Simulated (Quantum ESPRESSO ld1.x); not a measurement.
Species: neutral hafnium. Configuration: [Xe] 4f14 5d1 6s2 7s1 (not the ground configuration). Calculated with ld1.x of Quantum ESPRESSO 7.5: Dirac Kohn-Sham, revPBE, spin-unpolarised, spherical densities, point nucleus; open shells fill j = l - 1/2 first. Some entries of the table are withheld. Estimate them.

| orbital | occ. | eigenvalue (eV) | r(max) (bohr) | <1/r> (bohr^-1) |
|---|---|---|---|---|
| 1s1/2 | 2 | -65208.6 | 0.01190 | 83.86 |
| 2s1/2 | 2 | -11149.3 | 0.06824 | 20.32 |
| 2p1/2 | 2 | -10647.0 | 0.05092 | (1) |
| 2p3/2 | 4 | -9455.12 | 0.05754 | (2) |
| 3s1/2 | 2 | -2544.67 | 0.1924 | 7.454 |
| 3p1/2 | 2 | -2322.35 | 0.1804 | 7.367 |
| 3p3/2 | 4 | -2066.90 | 0.1940 | 6.581 |
| 3d3/2 | 4 | -1691.35 | (3) | 6.472 |
| 3d5/2 | 6 | -1635.65 | (4) | 6.284 |
| 4s1/2 | 2 | -517.237 | 0.4378 | 3.124 |
| 4p1/2 | 2 | -426.195 | 0.4383 | 3.012 |
| 4p3/2 | 4 | -367.770 | 0.4673 | 2.739 |
| 4d3/2 | 4 | -218.342 | 0.4660 | 2.519 |
| 4d5/2 | 6 | -207.645 | 0.4753 | 2.453 |
| 5s1/2 | 2 | -72.5670 | 1.016 | 1.183 |
| 5p1/2 | 2 | -46.7534 | 1.099 | 1.051 |
| 5p3/2 | 4 | -38.9042 | 1.184 | 0.9562 |
| 4f5/2 | 6 | -23.4417 | 0.4521 | 1.934 |
| 4f7/2 | 8 | -21.6970 | 0.4574 | 1.904 |
| 6s1/2 | 2 | -8.4160 | 2.754 | 0.4016 |
| 5d3/2 | 1 | -7.4821 | (5) | 0.6098 |
| 5d5/2 | 0 | -6.9234 | (6) | 0.5879 |
| 7s1/2 | 1 | -1.4455 | (7) | 0.1364 |

Answer. 
(1) 2p1/2 <1/r> (bohr^-1): 20.28
(2) 2p3/2 <1/r> (bohr^-1): 17.23
(3) 3d3/2 r(max) (bohr): 0.1524
(4) 3d5/2 r(max) (bohr): 0.1562
(5) 5d3/2 r(max) (bohr): 1.602
(6) 5d5/2 r(max) (bohr): 1.652
(7) 7s1/2 r(max) (bohr): 8.252
